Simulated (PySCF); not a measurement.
# TlGa⁻ at LC-ωPBE

Computed with LC-ωPBE; basis Tl aug-cc-pVDZ-PP with ECP60, Ga aug-cc-pVDZ-PP with ECP10; scalar-relativistic core potentials; PySCF 2.14.

```json
{"state": "⁴Σ⁻ (quartet), unpaired electrons σ ↑, π ↑↑", "bond length": "5.032 bohr", "harmonic wavenumber": "171 cm⁻¹", "force constant": "0.887 mdyn/Å", "rotational constant Be": "0.04609 cm⁻¹", "anharmonicity ωexe": "0.383 cm⁻¹", "vibration–rotation constant αe": "0.000165 cm⁻¹", "well depth De to Tl + Ga⁻": "183 kJ/mol", "dissociation energy D0": "182 kJ/mol", "bond order (Mayer)": "1.92", "dipole moment (positive dipole points towards Ga; it is taken about the centre of mass and depends on that origin)": "-3.30 D"}
```

These are scalar-relativistic numbers at best; spin–orbit coupling would shift them, the dissociation energy most. For an ion De counts to the pair picked by the measured ionisation energies or electron affinities, which need not be the lowest pair at this level. The state was picked by a PBE0 search and need not be the measured ground state.
